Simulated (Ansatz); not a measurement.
Consider the redistribution: `C[O][V](=[O])([OH])[OH]` + `C[Si]Cl` → `[O]=[V]([OH])([OH])[Cl]` + `CO[Si]C`.

Computed with Ansatz on PBE0-D4/def2-TZVP structures; ΔE is electronic, products minus reactants. CBS: MP2 limit from def2 TZ/QZ plus the TZ coupled-cluster correction, frozen cores. Functionals use def2-TZVPP. For V outer-core shells are correlated without core-valence functions, which leaves a few kJ/mol of doubt a bond. Scalar relativity is left out up to krypton. Each species was taken in one conformer, which may not be the lowest.

CCSD(T)/CBS gives -0.19 eV.

(1) Another level gave -0.19 eV. Which?
A. r2SCAN/def2-TZVPP
B. PBE/def2-TZVPP
C. MP2/def2-TZVPP
D. CCSD(T)/def2-TZVPP

Largest T1 diagnostic among the species: 0.032, so the coupled-cluster value is less sure than usual.

Results:

(1) A. r2SCAN -0.19, MP2/def2-TZVPP -0.40, PBE -0.14, CCSD(T)/def2-TZVPP -0.24 eV.

In def2-TZVPP, CCSD(T) changes the Hartree–Fock value by −0.04 eV (the triples alone add −0.02 eV) and MP2 by −0.21 eV. Leaving LDA and LC-ωPBE aside and taking each functional with its dispersion term where it has one, the values, not all of them listed here, spread over 0.12 eV, from PBE-QIDH to PBE-D4. LDA lies −0.05 eV from PBE without D4. At CCSD(T), def2-SVP lies +0.11 eV from the extrapolated value and def2-TZVPP −0.05 eV.
